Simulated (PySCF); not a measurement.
Cost against result

Saddle point of GeH5Cl, singlet (GeH₄ + HCl → GeH₃Cl ([Cl][GeH3]) + H₂; bonds formed: Ge1–Cl7, H2–H6; bonds broken: Ge1–H2, H6–Cl7), PBE0-D4/def2-TZVP structure:

```
7
angstrom
Ge -0.3598 0.4791 -0.1267
H 0.0618 -0.7563 1.1582
H -1.1976 -0.0737 -1.2713
H -1.3199 0.9121 1.0156
H 0.6572 1.5926 -0.3378
H 0.6342 -1.0310 0.5415
Cl 1.5240 -1.1228 -0.9795
```

Barriers are electronic and count from the start structure reached by relaxing down the imaginary mode.

Program: PySCF 2.14 with density fitting (its default auxiliary sets; JK sets also for MP2 and CCSD(T)). Basis: as named in each row. Cores are frozen in the correlated methods. Filled d shells of the heavier atoms are correlated. The def2 sets are not built for correlating such inner shells, so the correlated values are less sure here. B3LYP uses VWN-RPA correlation. Extrapolation: Hartree–Fock as exp(−7.88 √X), correlation as X^−2.97.

Times are rough, for one single point on 4 threads of a shared host (Intel Xeon).

The estimate by CCSD(T) at an estimated basis limit (MP2 extrapolated from triple and quadruple zeta, plus CCSD(T) − MP2 in triple zeta) is 181.0 kJ/mol.

| method | basis | time (s) | barrier (kJ/mol) | method less estimate |
| --- | --- | --- | --- | --- |
| HF | STO-3G | under 1 | 305.6 | 124.6 |
| B3LYP-D4 | 6-31G | 2 | 165.7 | -15.4 |
| MP2 | def2-QZVPP | 3 | 177.6 | -3.4 |
| PBE0-D4 | def2-SVP | 3 | 166.7 | -14.3 |
| PBE-D4 | def2-SVP | 3 | 150.0 | -31.0 |
| SPW92 | def2-TZVPP | 4 | 133.0 | -48.1 |
| CCSD(T) | def2-SVP | 5 | 214.6 | 33.6 |
| PBE0-D4 | def2-TZVPP | 5 | 162.7 | -18.3 |
| BHLYP-D4 | def2-TZVPP | 5 | 185.0 | 4.0 |
| PBE-D4 | def2-TZVPP | 5 | 148.3 | -32.7 |
| B3LYP-D4 | def2-TZVPP | 5 | 170.4 | -10.6 |
| r2SCAN-D4 | def2-TZVPP | 9 | 159.0 | -22.1 |
| CCSD(T) | def2-TZVPP | 83 | 190.1 | 9.0 |
| wB97M-V | def2-TZVPP | 120 | 176.4 | -4.6 |

All methods are single points on the PBE0-D4 structures.

T1 diagnostic: at most 0.013.

Labels in which every atom is bracketed show which atoms are joined, not bond orders.
